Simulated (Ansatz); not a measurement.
# BGaGeH3In: where a starting geometry ends

The starting geometry of this gas-phase singlet was optimised with GFN2-xTB.

```tsv
atom	x (Å)	y (Å)	z (Å)
B	3.8499	2.9220	0.7385
Ga	3.5208	1.3430	-1.2734
Ge	1.9964	3.4499	0.6482
In	0.5725	2.4578	-1.7176
H	4.7817	3.6194	0.5032
H	1.4584	0.6304	-0.5020
H	4.1252	1.8610	1.2299
```

**Question.** Where would you expect an optimisation with B3LYP-D3(BJ)/def2-SVP to take it?

**Answer.** A new bond forms, giving a structure given below by its coordinates. Distances that change by over a tenth: Ga2–Ge3 (3.23 → 2.85 Å), Ga2–In4 (3.18 → 4.75 Å). Contacts that close: Ge3–H6 (3.09 → 1.63 Å).

The energy falls by 1.09 eV over 31 steps:

| step | E − E(last) (eV) |
| --- | --- |
| 1 | 1.094 |
| 4 | 0.571 |
| 8 | 0.195 |
| 11 | 0.135 |
| 14 | 0.102 |
| 18 | 0.062 |
| 21 | 0.023 |
| 24 | 0.002 |
| 28 | 0.000 |
| 31 | 0.000 |

Final geometry (Å):

```xyz
7

B     3.5113    2.7603    0.1288
Ga    3.6723    0.2891    0.2914
Ge    1.6132    2.2437    0.5623
In    1.6667    4.1508   -1.6230
H     3.7011    3.9606    0.2707
H     1.5716    0.6464    0.2170
H     4.5688    2.2326   -0.2203
```

Frequencies at the end are all real (lowest 34 cm⁻¹). Atoms past krypton carry core potentials, without spin–orbit terms. Run with Ansatz 0.2.0, 2.4 min on 2 threads of Arm Neoverse V2 (shared host).
